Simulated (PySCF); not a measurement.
**Static response to an electric field**

Compound: C₃H₄F₂O₃.
SMILES with atom numbers: `[O:1]=[CH:2][O:3][CH2:4][O:5][CH:6]([F:7])[F:8]` (hydrogens: H9 on C2; H10, H11 on C4; H12 on C6)

Geometry (PBE0-D3(BJ)/def2-SVP, Å), atoms numbered from 1 in this order:
```xyz
12
C3H4F2O3 angstrom
O     -2.457    0.573   -0.955
C     -2.051    0.708    0.157
O     -1.001    0.060    0.695
C     -0.281   -0.817   -0.154
O      0.753   -0.151   -0.796
C      1.800    0.217   -0.002
F      2.603    0.969   -0.743
F      2.486   -0.873    0.399
H     -2.486    1.380    0.925
H     -0.937   -1.207   -0.940
H      0.097   -1.619    0.497
H      1.482    0.773    0.899
```

Level: B3LYP/def2-SVPD (PySCF), static field, nuclei fixed, core orbitals frozen in the response. The polarisability tensor in these axes (au):

```
x   59.79 -3.98  2.13
y   -3.98 46.59  0.68
z    2.13  0.68 47.90
```

Task: Diagonalise the tensor; give its mean and Δα, where Δα² is half the sum of the squared differences of the eigenvalues.

Result: Principal values 44.94, 48.19 and 61.16 au; mean 51.43 au = 7.62 Å³ = 8.48 × 10⁻⁴⁰ C²·m²/J; Δα = 14.87 au (29 % of the mean).

Task: What is the dipole moment, and where does it point?

Result: (-0.98, -0.34, 2.69) D, 2.88 D in size, pointing from the negative to the positive side. Measured along this direction, the outermost atoms are F7 at the negative end and H9 at the positive end.

Task: Find the Langevin capture rate constant for H3+ (3.023 u) meeting this molecule (126.013 u), k = 2.342 × 10⁻⁹ cm³/s × √(α in Å³ / reduced mass in u).

Result: The reduced mass is 2.95 u, so k = 3.76 × 10⁻⁹ cm³/s. The formula leaves out the permanent dipole, which adds to the capture rate.

Task: Orientational against electronic polarisability at 298 K (dilute gas, rigid molecules)?

Result: In Gaussian units μ²/3kT = 67.28 Å³ against 7.62 Å³, a ratio of 8.83; the Debye molar polarisation (4π/3)N_A(α + μ²/3kT) is 189.0 cm³/mol, leaving out the vibrational part.

Task: Refractivity n − 1 of an ideal gas of it at 273.15 K and 1 atm, from the electronic α?

Result: N = p/kT = 2.6868 × 10¹⁹ cm⁻³, so n − 1 = 2π × N × 7.62 × 10⁻²⁴ cm³ = 1287 × 10⁻⁶ at long wavelengths.

Isolated species at its PBE0-D3(BJ)/def2-SVP geometry (one conformer only).
